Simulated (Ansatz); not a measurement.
Reaction (formal exchange of groups at the Si–N bond): `C=CN[SiH2]S` + `COCO` → `OCO[SiH2]S` + `C=CNC`

Computed with Ansatz on PBE0-D4/def2-TZVP structures; ΔE is electronic, products minus reactants. CCSD(T)/CBS adds triple-zeta CCSD(T) − MP2 to the extrapolated MP2 energy (def2 sets, frozen cores). This one scheme is used for every species. Functionals use def2-TZVPP. B3LYP here is the variant with VWN-RPA as its local correlation; programs differ in this. One conformer a species, not always the lowest.

`C=CN[SiH2]S`:

Cartesian coordinates in Å:
```
C -0.419 2.241 0.571
C -0.432 1.074 -0.070
N -0.382 -0.183 0.508
Si -0.094 -1.656 -0.337
S 1.925 -2.362 -0.310
H -0.488 3.166 0.017
H -0.347 2.303 1.652
H -0.505 1.053 -1.155
H -0.302 -0.170 1.515
H -0.541 -1.399 -1.725
H -0.834 -2.759 0.317
H 2.419 -1.308 -0.981
```

`COCO`:

Cartesian coordinates in Å:
```
C 1.192 -0.319 0.526
O 0.142 0.619 0.596
C -1.021 0.193 -0.037
O -0.898 0.102 -1.426
H 2.040 0.107 1.062
H 0.905 -1.265 1.004
H 1.482 -0.522 -0.509
H -1.792 0.912 0.256
H -1.303 -0.814 0.296
H -0.745 0.988 -1.769
```

`OCO[SiH2]S`:

Cartesian coordinates in Å:
```
O -0.447 1.579 -0.424
C -0.761 0.872 0.739
O -0.866 -0.505 0.514
Si 0.271 -1.350 -0.332
S 2.269 -0.810 0.175
H -1.202 1.545 -1.019
H -1.715 1.195 1.166
H 0.052 1.081 1.439
H 0.068 -1.174 -1.790
H 0.101 -2.764 0.065
H 2.228 0.332 -0.533
```

`C=CNC`:

Z-matrix (Å, degrees):
```
C
N 1 1.442
H 1 1.092 2 109.3
H 1 1.099 2 113.8 3 -120.7
H 1 1.091 2 109.7 3 117.7
C 2 1.375 1 119.3 3 50.6
H 2 1.009 1 114.4 3 -169.0
C 6 1.334 2 127.0 1 151.7
H 6 1.088 2 113.2 1 -31.2
H 8 1.085 6 122.1 2 -3.4
H 8 1.081 6 120.2 2 175.0
```

```json
{"level": "PBE-D4", "ΔE (eV)": "-0.50"}
{"level": "B3LYP-D4", "ΔE (eV)": "-0.52"}
{"level": "B2PLYP", "ΔE (eV)": "-0.52"}
{"level": "PBE", "ΔE (eV)": "-0.49"}
{"level": "CCSD/def2-TZVPP", "ΔE (eV)": "-0.51"}
{"level": "CCSD(T)/def2-TZVPP", "ΔE (eV)": "-0.51"}
{"level": "HF/CBS(def2)", "ΔE (eV)": "-0.53"}
{"level": "CCSD/CBS(def2)", "ΔE (eV)": "-0.52"}
```

Task: What does CCSD(T)/CBS give? (Estimate.)

Result: Computed: -0.52 eV. The listed levels differ from it by 0.02, 0.00, 0.00, 0.03, 0.01, 0.01, -0.01, 0.00 eV.

Largest T1 diagnostic among the species: 0.012.
